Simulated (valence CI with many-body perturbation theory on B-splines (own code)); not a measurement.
## A CI+MBPT run for Mo²⁺

Calculated by relativistic CI+MBPT: four valence electrons over a frozen Dirac-Fock core [Kr], a basis of 6 s, 6 p, 5 d, 5 f, 1 g functions for each j, with Breit, model QED; selected single and double excitations, second order for the rest, scaled by the run's own slope (own B-spline code, finite nucleus).

Command, and the settings that its task file holds:

```sh
python run_cv.py task.json out
```

```
atom Mo  Z=42  mass_number=98  rms_radius_fm=4.4091
core [Kr]
valence 4d4
avg = 1
basis = S
breit = 1
cap = 10000
capref = 1200
cscale = 1
de = 0.0
dress = 0
eps = 2e-08
extrap = 1
h = 0.27
hh = 1
l2 = 3
lcore = 6
maxit = 60
n2 = 5
natural = 1
nlev = 21
nno = [3, 3, 3, 3, 1]
nroot = 26
nsp = [3, 3, 2, 2, 0]
pt2 = 1
qed = 1
rpa = 1
s1 = 0
s2 = 0
s3 = 0
screen = 0
tol = 2e-05
whole = 1
```

It took 54 s on 1 thread of Arm Neoverse V2, with other jobs on the host.

Log. The first blocks belong to the next ion, which gives the ionisation energy. Fields: 2J, parity (1 odd), roots, reference size, generating configurations, candidates as configurations/state functions, variational space P, stored matrix elements, Davidson steps; e2 is the range of second-order energies in hartree. The first line gives the box (bohr), its intervals, the orbitals and the steps of their self-consistent field. Window is the range of levels sought, series limit the energy at which the first omitted orbital would enter, core excitation an estimate of the first excitation out of the core, left out the lowest levels not solved, and shifts from estimates the range by which levels moved from their first estimate, all in cm⁻¹.

```
rmax 21.1 intervals 65 orbitals 40 references ['4d4', '4d3 5s', '4d3 5p', '4d2 5s2'] scf 9 t 1.6
2J=3 par=0 roots 2 ref 32 generators 7 cand 358/966 P 378/998 nnz 0 it 0
2J=3 par=0 roots 2 ref 32 generators 26 cand 1181/2995 P 1559/3993 nnz 2.4e+06 it 7
   second order: generators 77 cand 3384/6857 e2 -0.00004 -0.00002
2J=5 par=0 roots 2 ref 34 generators 6 cand 287/963 P 306/997 nnz 0 it 0
2J=5 par=0 roots 2 ref 34 generators 25 cand 1014/3247 P 1320/4244 nnz 2.8e+06 it 7
   second order: generators 75 cand 3671/8525 e2 -0.00003 -0.00002
2J=7 par=0 roots 2 ref 25 generators 7 cand 322/956 P 336/981 nnz 0 it 0
2J=7 par=0 roots 2 ref 25 generators 24 cand 1187/3611 P 1523/4592 nnz 3.2e+06 it 8
   second order: generators 67 cand 3284/7735 e2 -0.00004 -0.00002
reference levels 449, estimated 41, window 20751 1/cm; series limit 152636, core excitation 267080
2J=0 par=0 roots 3 ref 19 generators 16 cand 549/1707 P 1963/4240 nnz 1.8e+06 it 5
2J=0 par=0 roots 3 ref 19 generators 74 cand 2410/5902 P 4373/10142 nnz 6e+06 it 8
   second order: generators 197 cand 27155/58041 e2 -0.00028 -0.00009
2J=2 par=0 roots 5 ref 37 generators 19 cand 234/1005 P 753/3519 nnz 2.3e+06 it 6
2J=2 par=0 roots 5 ref 37 generators 75 cand 1244/6471 P 1997/9990 nnz 1.1e+07 it 11
   second order: generators 244 cand 33565/185409 e2 -0.00117 -0.00044
2J=4 par=0 roots 7 ref 54 generators 24 cand 141/986 P 513/3516 nnz 2.6e+06 it 10
2J=4 par=0 roots 7 ref 54 generators 99 cand 1009/6371 P 1522/9887 nnz 1.5e+07 it 14
   second order: generators 276 cand 35123/274302 e2 -0.00202 -0.00071
2J=6 par=0 roots 5 ref 50 generators 16 cand 108/958 P 471/3508 nnz 2.7e+06 it 7
2J=6 par=0 roots 5 ref 50 generators 66 cand 906/6351 P 1377/9859 nnz 1.6e+07 it 11
   second order: generators 214 cand 33900/300743 e2 -0.00161 -0.00083
2J=8 par=0 roots 6 ref 44 generators 19 cand 124/973 P 511/3476 nnz 2.8e+06 it 5
2J=8 par=0 roots 6 ref 44 generators 92 cand 949/6519 P 1460/9995 nnz 1.6e+07 it 9
   second order: generators 272 cand 34623/296657 e2 -0.00138 -0.00069
2J=10 par=0 roots 3 ref 25 generators 13 cand 196/985 P 640/3467 nnz 2.4e+06 it 5
2J=10 par=0 roots 3 ref 25 generators 69 cand 1040/6435 P 1680/9902 nnz 1.4e+07 it 7
   second order: generators 207 cand 30847/240460 e2 -0.00092 -0.00060
2J=12 par=0 roots 2 ref 14 generators 10 cand 214/890 P 762/3376 nnz 2.8e+06 it 4
2J=12 par=0 roots 2 ref 14 generators 40 cand 970/6628 P 1732/10004 nnz 1.1e+07 it 6
   second order: generators 127 cand 23798/160671 e2 -0.00058 -0.00050
left out: unestimated 31380, estimated 26557, shifts from estimates -154 to 6
operators 3.3
```

The Davidson iterations converged.

Set against measurement, 20 paired levels are off by 574 cm⁻¹ on average, the worst by 2381. These come from a selection out of Sugar and Musgrove, J. Phys. Chem. Ref. Data 17, 155 (1988). Levels without a partner in it may be off by more, other configurations by 1,000 to 8,000 cm⁻¹. Among the levels kept, up to 370 cm⁻¹ of a level comes from second order outside the variational space, and about a tenth of that is noise between levels of different J, which matters for small intervals. Only levels of the ground parity were solved; by the run's estimate the other parity begins above the list, which can be wrong where configurations are misplaced.

* Valence energy: -6.719137 hartree
* Ionisation energy: 25.137 eV (NIST: 27.13 ± 0.12 eV (semi-empirical))
* Reference configurations for the orbitals: 4d4, 4d3 5s, 4d3 5p, 4d2 5s2
* Radial orbitals: 40
* Box radius: 21.07 bohr
* Largest variational space: 10142
* Lowest levels: 4d4 5D_0 0.0, 4d4 5D_1 186, 4d4 5D_2 522, 4d4 5D_3 967, 4d4 5D_4 1496, 4d4 3P_0 9533, 4d4 3P_1 10463, 4d4 3P_2 11977, 4d4 3F_2 12884, 4d4 3H_4 12973, 4d4 3F_3 13092, 4d4 3F_4 13528, 4d4 3H_5 13564, 4d4 3H_6 13999 cm⁻¹

Names give the largest LS component (configuration and term), which can be under half, so a name can repeat, a term be missing and a line seem to break the LS rules; names also repeat where a configuration has a term twice.
